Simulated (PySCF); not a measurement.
Si(H)(F)(Cl)(Et) (C₂H₆ClFSi), SMILES CC[SiH](F)Cl. Atoms are numbered in the order given.

```xyz
11

Si     0.5165    -0.3815    -0.4196
F      1.2526    -1.0198     0.8781
Cl     0.5796     1.6680    -0.2029
C     -1.2491    -0.9542    -0.4660
C     -2.0683    -0.5633     0.7617
H      1.3131    -0.7527    -1.6148
H     -1.6991    -0.5491    -1.3897
H     -1.2271    -2.0511    -0.5965
H     -2.0980     0.5296     0.8873
H     -3.1058    -0.9208     0.6821
H     -1.6370    -0.9892     1.6803
```

Geometry optimised at PBE0-D3(BJ)/def2-SVP. The structure was generated by enumeration, and PubChem lists no compound with its InChIKey, so it may never have been made. One conformer was computed; it need not be the lowest.

Two levels are set side by side: PBE/pcSseg-1 (PySCF) and HF/pcSseg-1 (PySCF). GIAO shifts against CFCl3 (¹⁹F), HCl (³⁵Cl), TMS (²⁹Si), TMS (¹H), TMS (¹³C) at the same level; non-relativistic, no solvent, atoms listed together averaged. Without spin–orbit terms, shifts of atoms bonded to Cl or Br come out too high at both levels. Differences are taken from unrounded values.

```json
[
 {"quantity": "δ(²⁹Si) of Si1 (ppm)", "HF": "8.6", "PBE": "24.1", "PBE minus HF": "15.5"},
 {"quantity": "δ(¹⁹F) of F2 (ppm)", "HF": "-134.1", "PBE": "-186.5", "PBE minus HF": "-52.4"},
 {"quantity": "δ(³⁵Cl) of Cl3 (ppm)", "HF": "-5.6", "PBE": "61.0", "PBE minus HF": "66.6"},
 {"quantity": "δ(¹³C) of C4 (ppm)", "HF": "11.1", "PBE": "17.7", "PBE minus HF": "6.6"},
 {"quantity": "δ(¹³C) of C5 (ppm)", "HF": "7.5", "PBE": "7.6", "PBE minus HF": "0.1"},
 {"quantity": "δ(¹H) of H6 (ppm)", "HF": "5.16", "PBE": "6.03", "PBE minus HF": "0.87"}
]
```

Rough cost on one machine, each run with all the roots and properties that it gave: HF against PBE within a factor of 2.
